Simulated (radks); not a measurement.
Q: Species: Br11+. Configuration: [Ar] 3d6 (the NIST ground configuration). All-electron calculation, Dirac Kohn-Sham, LB94 model potential, spin-unpolarised, spherical densities, finite nucleus; open shells fill j = l - 1/2 first; Fermi nuclear charge, rms radius 4.1629 fm. Program: a radial shooting solver on a logarithmic mesh with Libxc functionals. Some entries of the table are withheld. Estimate them.

orbital,occ.,eigenvalue (eV),<r> (bohr)
1s1/2,2,-13705.63,0.04267
2s1/2,2,-2056.211,0.1884
2p1/2,2,-1885.803,0.1619
2p3/2,4,-1837.491,0.1657
3s1/2,2,-513.1897,0.5286
3p1/2,2,(1),0.5248
3p3/2,4,(2),0.5335
3d3/2,4,(3),0.5087
3d5/2,2,(4),0.5114
4s1/2,0,-217.3462,1.156
4p1/2,0,(5),1.197
4p3/2,0,(6),1.210

A: 
(1) 3p1/2 eigenvalue (eV): -453.4894
(2) 3p3/2 eigenvalue (eV): -445.6421
(3) 3d3/2 eigenvalue (eV): -343.5540
(4) 3d5/2 eigenvalue (eV): -342.1146
(5) 4p1/2 eigenvalue (eV): -196.9491
(6) 4p3/2 eigenvalue (eV): -194.8835
